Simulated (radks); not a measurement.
Results of a calculation; reference values are marked as such.
Question: The mean radii <r> (bohr) of the occupied orbitals of an atom or ion are listed with their occupations. Code: a radial shooting solver on a logarithmic mesh with Libxc functionals. Model: Dirac Kohn-Sham, BLYP, spin-unpolarised, spherical densities, finite nucleus; Fermi nuclear charge, rms radius of each element as measured or else 0.836 A^(1/3) + 0.57 fm.

| orbital | occ. | <r> |
|---|---|---|
| 1s1/2 | 2 | 0.01687 |
| 2s1/2 | 2 | 0.07043 |
| 2p1/2 | 2 | 0.05795 |
| 2p3/2 | 4 | 0.06649 |
| 3s1/2 | 2 | 0.1814 |
| 3p1/2 | 2 | 0.1716 |
| 3p3/2 | 4 | 0.1865 |
| 3d3/2 | 4 | 0.1621 |
| 3d5/2 | 6 | 0.1666 |
| 4s1/2 | 2 | 0.3693 |
| 4p1/2 | 2 | 0.3657 |
| 4p3/2 | 4 | 0.3882 |
| 4d3/2 | 2 | 0.3765 |

Name the element and its charge. Open shells, if any, fill j = l - 1/2 first.

Answer: Z = 79, gold, charge +41: Au41+ in [Kr] 4d2. The 1s radius gives Z: for a bare nucleus <r> = (2 gamma + 1)/(2Z) with gamma = sqrt(1 - (Z/c)^2), 0.01667 bohr for Z = 79, and screening makes it slightly larger (0.01687 here). The occupations add up to 38, and the charge is Z minus that.
